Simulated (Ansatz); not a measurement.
Mulliken charges of CH3FMoO2S, SMILES `C[O][Mo](=[O])([F])=[S]` from r2SCAN/def2-TZVPP in Ansatz (PBE0-D4/def2-TZVP geometry).

```json
{"atom": "C1", "x (Å)": "-1.046", "y (Å)": "0.947", "z (Å)": "0.665", "charge (e)": "0.044"}
{"atom": "O2", "x (Å)": "-0.630", "y (Å)": "-0.076", "z (Å)": "-0.211", "charge (e)": "-0.474"}
{"atom": "Mo3", "x (Å)": "0.880", "y (Å)": "-0.965", "z (Å)": "-0.725", "charge (e)": "1.434"}
{"atom": "O4", "x (Å)": "0.999", "y (Å)": "-0.909", "z (Å)": "-2.387", "charge (e)": "-0.493"}
{"atom": "F5", "x (Å)": "0.841", "y (Å)": "-2.713", "z (Å)": "-0.134", "charge (e)": "-0.384"}
{"atom": "S6", "x (Å)": "2.528", "y (Å)": "0.051", "z (Å)": "0.108", "charge (e)": "-0.359"}
{"atom": "H7", "x (Å)": "-0.191", "y (Å)": "1.350", "z (Å)": "1.214", "charge (e)": "0.075"}
{"atom": "H8", "x (Å)": "-1.522", "y (Å)": "1.738", "z (Å)": "0.083", "charge (e)": "0.079"}
{"atom": "H9", "x (Å)": "-1.770", "y (Å)": "0.530", "z (Å)": "1.369", "charge (e)": "0.078"}
```

Task: By hand: the dipole of these point charges (1 e Å = 4.8032 D).

Result: Σ q r = (-0.481, 0.445, 0.483) e Å, of length 0.814 e Å = 3.91 D.

Task: How does the dipole of the full density compare? (Estimate.)

Result: The calculation gave: (-0.508, 0.364, 0.419) e Å, 3.61 D; the point charges give 1.08 times that, at 6° from its direction.

Point charges leave out the atoms' own dipoles, such as those of lone pairs, and Mulliken's split depends on the basis, so the close match here is no proof of good charges.
